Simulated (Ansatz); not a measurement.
Consider the substitution at a C–Si bond: `B[SiH2]C[SiH3]` + H₂S → `B[SiH2]CS` + SiH₄.

Program: Ansatz. Geometries: PBE0-D4/def2-TZVP. ΔE: electronic, gas phase. CCSD(T)/CBS is the MP2 limit (def2-TZVPP, def2-QZVPP) plus CCSD(T) − MP2 in def2-TZVPP, frozen cores. This one scheme is used for every species. Functionals use def2-TZVPP. B3LYP here is the variant with VWN-RPA as its local correlation; programs differ in this. Each species was taken in one conformer, which may not be the lowest.

```csv
level,ΔE (kJ/mol),difference from CCSD(T)/CBS
PBE-D4,58.4,-3.7
r2SCAN-D4,62.5,0.4
PBE0-D4,61.2,-0.9
B3LYP-D4,58.6,-3.5
ωB97X-V,59.3,-2.8
ωB97M-V,62.2,0.1
B2PLYP,58.9,-3.2
PBE,57.1,-5.0
r2SCAN,62.0,-0.1
PBE0,60.0,-2.1
MP2/def2-TZVPP,62.9,0.8
CCSD/def2-TZVPP,62.8,0.7
CCSD(T)/def2-TZVPP,62.4,0.3
HF/def2-QZVPP,57.2,-4.9
SCS-MP2/def2-QZVPP,59.6,-2.5
HF/CBS(def2),57.2,-4.9
CCSD(T)/CBS,62.1,0
```

Largest T1 diagnostic among the species: 0.011.

In def2-TZVPP, CCSD(T) changes the Hartree–Fock value by +5.4 kJ/mol (the triples alone add −0.4 kJ/mol) and MP2 by +5.9 kJ/mol.
